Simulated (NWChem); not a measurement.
CH$_{6}$Ge; SMILES [CH3][GeH3]

Give the equilibrium geometry at PBE-D3(BJ)/def2-SVP (NWChem) as a list of bonds and angles, with the point group.

point group C3v; any orientation.
Bonds (Å): Ge1–C2 1.967, Ge1–H3 1.553, Ge1–H4 1.553, Ge1–H5 1.553, C2–H6 1.107, C2–H7 1.107, C2–H8 1.107. Bond angles (°): C2–Ge1–H3 110.4, C2–Ge1–H4 110.4, C2–Ge1–H5 110.4, H3–Ge1–H4 108.5, H3–Ge1–H5 108.5, H4–Ge1–H5 108.5, Ge1–C2–H6 110.3, Ge1–C2–H7 110.3, Ge1–C2–H8 110.3, H6–C2–H7 108.6, H6–C2–H8 108.6, H7–C2–H8 108.6.
